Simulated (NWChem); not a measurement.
System: aniline (C₆H₇N); SMILES Nc1ccccc1

The following NWChem deck was run.

```
start job
memory heap 200 mb stack 900 mb global 1100 mb
geometry units angstroms
  N     -0.055913     2.325383     0.000000
  C     -0.006670     0.945104     0.000000
  C     -0.005788     0.222363     1.206175
  C     -0.005128    -1.168667     1.200086
  C     -0.004705    -1.879537     0.000000
  C     -0.005128    -1.168667    -1.200086
  C     -0.005788     0.222363    -1.206175
  H      0.254345     2.787436    -0.844391
  H      0.254345     2.787436     0.844391
  H     -0.009804     0.764922     2.156037
  H     -0.003346    -1.705007     2.152794
  H     -0.003194    -2.971394     0.000000
  H     -0.003346    -1.705007    -2.152794
  H     -0.009804     0.764922    -2.156037
end
basis spherical
  * library 6-31g*
end
dft
  xc hfexch
  iterations 150
end
driver
  maxiter 120
end
task dft optimize
task dft freq
```

The level has its own optimisation; frequencies are unscaled. Brackets give each atom's bonded neighbours.

### Question
What results follow from this input? (Hartree-Fock/6-31G* (spherical d).) Quantities: r C–N (Å); r H–N (Å); r C–C [C(CCH)–C(CCN)] (Å); r C–C [C(CCH)–C(CCH)] (Å); highest harmonic frequency (cm⁻¹); lowest (cm⁻¹); zero-point energy (kcal/mol); dipole (D).

### Answer
| Quantity | Value |
|---|---|
| r C–N (Å) | 1.397 |
| r H–N (Å) | 0.998 |
| r C–C [C(CCH)–C(CCN)] (Å) | 1.393 |
| r C–C [C(CCH)–C(CCH)] (Å) | 1.385 |
| highest harmonic frequency (cm⁻¹) | 3880 |
| lowest (cm⁻¹) | 247 |
| zero-point energy (kcal/mol) | 78.8 |
| dipole (D) | 1.54 |
